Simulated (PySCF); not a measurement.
Computed shifts of a molecule CH₄ClFOSi, PBE/pcSseg-1 in PySCF, GIAO, gas phase, equivalent atoms averaged, in ppm (number of nuclei): ¹³C: -0.1 (1). ²⁹Si: -6.9 (1). ¹⁹F: -139.9 (1). ¹H: 2.67 (1), 0.70 (3). References: ¹³C against TMS (σ = 182.0 ppm); ²⁹Si against TMS (σ = 335.4 ppm); ¹⁷O against H2O (σ = 334.3 ppm); ¹⁹F against CFCl3 (σ = 133.6 ppm); ³⁵Cl against HCl (σ = 936.5 ppm); ¹H against TMS (σ = 31.49 ppm), references at their B3LYP-D3(BJ)/def2-TZVP geometries, non-relativistic (without spin–orbit terms, shifts of atoms bonded to Cl or Br come out too high). Coordinates come from a PBE0-D3(BJ)/def2-SVP optimisation. One conformer was computed; it need not be the lowest.

Q: Pick the molecule that these values belong to.
A. CO[Si@H](F)Cl
B. C[Si](O)(F)Cl
C. OC[Si@@H](F)Cl
D. O[Si@@H](Cl)CF

A: B, C[Si](O)(F)Cl
